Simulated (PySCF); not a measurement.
# Complete the spectrum of CF3CH2CO2H

Species: CF3CH2CO2H, C₃H₃F₃O₂.
Numbering: `[O:1]=[C:2]([OH:3])[CH2:4][C:5]([F:6])([F:7])[F:8]` (hydrogens: H9 on O3; H10, H11 on C4)

Geometry (PBE0-D3(BJ)/def2-SVP, Å), atoms numbered from 1 in this order:
```
atom  x, y, z in Å
O1    -0.3524   -1.6692    1.5044
C2    -0.1501   -1.1283    0.4533
O3     0.5820   -1.6671   -0.5244
C4    -0.7088    0.2215    0.0691
C5     0.3376    1.2550   -0.2845
F6    -0.2299    2.4583   -0.4038
F7     1.2721    1.3396    0.6663
F8     0.9527    0.9855   -1.4331
H9     0.9106   -2.5172   -0.1916
H10   -1.3718    0.1109   -0.8017
H11   -1.2919    0.5978    0.9176
```

Theory: PySCF, TDDFT CAM-B3LYP/def2-SVPD, vertical, gas phase, core orbitals frozen in the response.

Orbital energies (eV): HOMO-3 -13.44, HOMO-2 -12.95, HOMO-1 -11.52, HOMO -10.38, LUMO 0.47, LUMO+1 0.83, LUMO+2 1.65.

Lowest singlets, with some entries withheld (?).

```json
{"state": "S1", "E (eV)": "5.83", "f": "?", "main configurations (H = HOMO, L = LUMO)": "H→L (87%), H→L+1 (8%)"}
{"state": "S2", "E (eV)": "7.91", "f": "?", "main configurations (H = HOMO, L = LUMO)": "H→L+1 (74%), H-1→L (12%)"}
{"state": "S3", "E (eV)": "8.61", "f": "?", "main configurations (H = HOMO, L = LUMO)": "H-1→L (69%), H→L+1 (10%)"}
{"state": "S4", "E (eV)": "8.77", "f": "?", "main configurations (H = HOMO, L = LUMO)": "H-1→L+1 (87%)"}
{"state": "S5", "E (eV)": "9.18", "f": "?", "main configurations (H = HOMO, L = LUMO)": "H→L+2 (57%), H→L+3 (19%), H-1→L (9%)"}
{"state": "S6", "E (eV)": "9.30", "f": "?", "main configurations (H = HOMO, L = LUMO)": "H-3→L (68%), H-2→L (12%)"}
{"state": "S7", "E (eV)": "9.72", "f": "?", "main configurations (H = HOMO, L = LUMO)": "H→L+3 (45%), H→L+4 (17%), H→L+2 (11%)"}
{"state": "S8", "E (eV)": "9.94", "f": "?", "main configurations (H = HOMO, L = LUMO)": "H→L+4 (54%), H→L+7 (11%), H→L+5 (9%)"}
{"state": "S9", "E (eV)": "9.97", "f": "?", "main configurations (H = HOMO, L = LUMO)": "H-2→L (71%), H-3→L (9%)"}
{"state": "S10", "E (eV)": "10.05", "f": "?", "main configurations (H = HOMO, L = LUMO)": "H→L+5 (49%), H→L+6 (18%), H→L+3 (8%)"}
```

**Question.** What stands in place of each question mark?

**Answer.** 
- S1: f = 0.0004
- S2: f = 0.047
- S3: f = 0.151
- S4: f = 0.015
- S5: f = 0.027
- S6: f = 0.0005
- S7: f = 0.0025
- S8: f = 0.0017
- S9: f = 0.063
- S10: f = 0.012

**Question.** What is the vertical ionisation energy by ΔSCF at this level?

**Answer.** 11.47 eV; −ε(HOMO) is 10.38 eV.

**Question.** Where do the lowest triplets lie (Tamm–Dancoff)?

**Answer.** T1 5.31 eV, H→L (86%), H→L+1 (9%); T2 6.11 eV, H-1→L (81%), H-1→L+1 (9%); T3 7.76 eV, H→L+1 (84%); T4 8.51 eV, H-1→L+1 (78%). E(S1) − E(T1) = +0.52 eV.

**Question.** Which level carries the most intensity, and what share of the listed sum of f?

**Answer.** S3, with f = 0.151 of 0.320, 47%.

One conformer stands for the species.
